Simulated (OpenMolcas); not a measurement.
2s² 2p⁴ along the 8-electron sequence

| Quantity | Value |
| --- | --- |
| Program | OpenMolcas |
| Method | XMS-CASPT2, IPEA 0.25 Eh, imaginary shift 0.1 Eh |
| Basis | ANO-RCC-VTZP |
| Scalar Hamiltonian | DKH2, point nucleus |
| Spin-orbit coupling | RASSI with atomic mean-field integrals over the reference wave functions, term energies averaged over their components |

Active space for each ion: 4 electrons in 3 orbitals (2p); closed shells correlated by CASPT2: 1s 2s.

Computed levels in cm-1 above ³P₂:

```tsv
Level	O	F+	Ne2+
³P₁	149	323	601
³P₀	222	479	886
¹D₂	16210	21160	26450
¹S₀	36220	47480	59280
weight of ³P in the lowest level (%)	100	100	100
```

Measured, with the error of the calculation in %. Measured levels: O, F+ from NIST Handbook of Basic Atomic Spectroscopic Data; Ne2+ from Moore, Atomic Energy Levels, vol. I, NSRDS-NBS 35 (1971 reprint of NBS Circular 467, 1949).

```tsv
Level	O	F+	Ne2+
³P₁	158 (-5.7)	341 (-5.3)	650 (-7.6)
³P₀	227 (-2.0)	490 (-2.2)	927 (-4.4)
¹D₂	15868 (+2.2)	20873 (+1.4)	25841 (+2.3)
¹S₀	33793 (+7.2)	44918 (+5.7)	55747 (+6.3)
```

The fine-structure level ³P₀ changes by a factor of 3.99 from O to Ne2+. Its fourth root runs 3.86, 4.68, 5.46, with steps per unit of Z of 0.82, 0.78; equal steps would mean a (Z - σ)^4 law with constant σ.

¹D₂ changes by a factor of 1.63 over the same range, with steps per unit of Z of +4950, +5290 cm-1.

CASPT2 breaks the degeneracy within a term, and the mean is taken; among the terms shown or strongly mixed into the levels shown the widest spread is 1000 cm-1 (2s² 2p⁴ ¹D, O). With the s shell closed, the reference lacks s² → p² mixing. Computed and measured levels are paired by configuration, term and J; levels that our copy of the source lacks, or whose pairing is in doubt (as where it misses far off the trend of its configuration), stay unpaired and out of the deviations. Levels of configurations outside the active space are missing.
